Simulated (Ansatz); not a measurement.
Reaction (formal exchange of groups at a C–C bond): `O=CC[SiH3]` + `[NH2][AlH][SiH3]` → `[NH2][Al]([SiH3])[CH2][SiH3]` + `C=O`

Isolated molecules relaxed with PBE0-D4/def2-TZVP in Ansatz; ΔE leaves out vibrations. CCSD(T)/CBS is the MP2 limit (def2-TZVPP, def2-QZVPP) plus CCSD(T) − MP2 in def2-TZVPP, frozen cores. This one scheme is used for every species. Functionals use def2-TZVPP. B3LYP here is the variant with VWN-RPA as its local correlation; programs differ in this. One conformer a species, not always the lowest.

```tsv
level	ΔE (kJ/mol)	difference from CCSD(T)/CBS
PBE-D4	-22.7	4.5
r2SCAN-D4	-23.5	3.7
ωB97M-V	-23.5	3.7
B2PLYP	-22.2	5.0
PBE	-19.5	7.7
r2SCAN	-22.1	5.1
B3LYP	-18.7	8.5
HF/def2-TZVPP	-14.0	13.2
MP2/def2-TZVPP	-28.9	-1.7
SCS-MP2/def2-TZVPP	-25.9	1.3
CCSD(T)/def2-TZVPP	-26.2	1.0
HF/def2-QZVPP	-14.3	12.9
MP2/def2-QZVPP	-29.6	-2.4
SCS-MP2/def2-QZVPP	-26.6	0.6
HF/CBS(def2)	-14.4	12.8
MP2/CBS(def2)	-29.9	-2.7
CCSD(T)/CBS	-27.2	0
```

Largest T1 diagnostic among the species: 0.015.

The D4 term adds −5.0 kJ/mol with B3LYP and −3.4 kJ/mol with PBE0; it sums over pairs of atoms, weighted by their polarisabilities, and B3LYP, whose exchange is more repulsive, gets the larger term. In def2-TZVPP, CCSD(T) changes the Hartree–Fock value by −12.2 kJ/mol (the triples alone add −1.3 kJ/mol) and MP2 by −14.9 kJ/mol.
